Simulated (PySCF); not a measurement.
Working out the ionisation energy of Xe²⁺

Xe²⁺ [Kr] 4d10 5s2 5p4 (3P) → Xe³⁺ [Kr] 4d10 5s2 5p3 (4S). Calculation: PySCF 2.14, in def2-TZVP with the def2 core potential (28 electrons); scalar relativity through the core potential. Frozen: 4s2 4p6 4d10. Energies in hartree (1 hartree = 27.21139 eV):

```json
{"part": "UHF", "Xe²⁺ (lower)": "-327.139218", "Xe³⁺ (upper)": "-326.059412"}
{"part": "CCSD correlation", "Xe²⁺ (lower)": "-0.108143", "Xe³⁺ (upper)": "-0.081002"}
{"part": "(T)", "Xe²⁺ (lower)": "-0.002571", "Xe³⁺ (upper)": "-0.001857"}
```

Task: What does Hartree-Fock give?

Result: (-326.059412) − (-327.139218) = 1.079806 hartree = 29.383 eV.

Task: What do CCSD and CCSD(T) give?

Result: The CCSD correlation energies differ by 0.027141 hartree = 0.739 eV and the triples by 0.000714 hartree = 0.019 eV, so CCSD gives 30.122 eV and CCSD(T) 30.141 eV.

Reference: 31.05 ± 0.04 eV (semi-empirical (NIST evaluation); NIST Atomic Spectra Database, ionization energies), between the lowest levels; spin-orbit coupling is absent from the calculation.

What remains against the reference includes basis incompleteness, the frozen core and higher excitations.
